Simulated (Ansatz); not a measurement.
Start from `F[SiH2][AlH][GeH3]` and change one atom or group to get `F[SiH2][AlH][NH][SiH3]`.

Ansatz, PBE0-D4/def2-TZVP geometries, multiplicity 1. Each molecule was computed in one conformer, which needn't be the lowest.

Scalar relativity is left out up to krypton.

```
                               property  `F[SiH2][AlH][GeH3]`
     LUMO energy (PBE0/def2-TZVPP) / eV                 -2.52
   HOMO–LUMO gap (PBE0/def2-TZVPP) / eV                  4.84
  LUMO energy (ωB97M-V/def2-TZVPP) / eV                 -0.87
    HOMO energy (B3LYP/def2-TZVPP) / eV                 -7.17
HOMO–LUMO gap (ωB97M-V/def2-TZVPP) / eV                  8.42
      LUMO energy (PBE/def2-TZVPP) / eV                 -3.25
```

(1) Give the same properties after the change, and the shifts. (An estimate is asked.)

Answers

(1) Computed: 
```
                               property  `F[SiH2][AlH][NH][SiH3]`  shift
     LUMO energy (PBE0/def2-TZVPP) / eV                     -1.75   0.77
   HOMO–LUMO gap (PBE0/def2-TZVPP) / eV                      5.90   1.06
  LUMO energy (ωB97M-V/def2-TZVPP) / eV                     -0.08   0.79
    HOMO energy (B3LYP/def2-TZVPP) / eV                     -7.46  -0.29
HOMO–LUMO gap (ωB97M-V/def2-TZVPP) / eV                      9.59   1.17
      LUMO energy (PBE/def2-TZVPP) / eV                     -2.50   0.75
```

With PBE0 the HOMO falls by 0.29 eV and the LUMO rises by 0.77 eV, so the gap widens by about 1.06 eV. PBE moves the HOMO by -0.17 eV and ωB97M-V by -0.38 eV.

B3LYP here is the variant with VWN-RPA as its local correlation; programs differ in this.
